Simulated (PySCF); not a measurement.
**Spin states of FeS**

Unrestricted PBE0; PySCF, spin-free X2C with a Gaussian nucleus, basis sets Fe x2c-TZVPPall, S x2c-TZVPPall. Outer shells of the fragments: Fe 3d6 4s2; S 3s2 3p4.

Followed along the bond (rough minima from three points):

| 2Ms+1 | unpaired | ⟨S²⟩ at the start | R at minimum (Å) | Te (eV) |
| --- | --- | --- | --- | --- |
| 5 | σ ↑, π ↑↑, δ ↑ | 6.08 | 2.01 | 0.00 |
| 5 | π ↑↑, δ ↑↑ | 6.05 | 1.99 | 0.15 |
| 5 | σ ↑, π ↑, δ ↑↑ | 6.09 | 2.05 | 0.49 |
| 7 | σ ↑↑, π ↑↑, δ ↑↑ | 12.02 | 2.09 | 0.74 |
| 3 | π ↑, δ ↑ | 2.97 | 2.09 | 0.80 |
| 3 | π ↑, δ ↑ | n/a | 2.09 | 0.81 |

Solutions found at the starting distance of 2.110 Å, counted from the lowest of them; the search is not exhaustive and high or unbound solutions are not listed, so other states can lie among these:

```tsv
2Ms+1	unpaired	term	E (eV)	⟨S²⟩	⟨Lz²⟩	μ (D)
5	σ ↑, π ↑↑, δ ↑	⁵Δ	0.00	6.08	4.01	-5.99
5	π ↑↑, δ ↑↑	⁵Σ⁺	0.21	6.05	0.00	-5.52
5	σ ↑, π ↑, δ ↑↑	⁵Π	0.43	6.09	1.01	-5.76
7	σ ↑↑, π ↑↑, δ ↑↑	mixed	0.65	12.02	0.23	-1.90
3	π ↑, δ ↑	mixed	0.71	2.97	5.02	-3.91
3	σ ↑, π ↑↓, δ ↑	mixed	0.80	3.04	4.35	-4.73
5	σ ↑↑, π ↑, δ ↑	mixed	0.90	6.86	4.91	-1.01
5	σ ↑↑, π ↑, δ ↑	mixed	0.92	6.86	5.03	-1.03
3	δ ↑↑	mixed	0.99	2.84	3.97	-4.21
5	π ↑↑↑, δ ↑	mixed	1.11	6.25	5.01	-3.54
```

A term symbol is given only where ⟨S²⟩ and ⟨Lz²⟩ are close to those of a pure state; real π, δ and φ orbitals otherwise mix terms. A positive dipole means Fe(−)S(+).

**Question.** Compare the gap between the two lowest followed solutions at the starting distance with the gap between their minima.

**Answer.** At PBE0 the second solution (quintet, unpaired electrons π ↑↑, δ ↑↑) lies +0.21 eV from the first (quintet, unpaired electrons σ ↑, π ↑↑, δ ↑) at 2.110 Å and +0.15 eV at the minima; the two curves relax by different amounts, since their minima lie near 1.99 and 2.01 Å.

With d or f electrons several states lie close, and the lowest PBE0 determinant need not be the measured ground state.
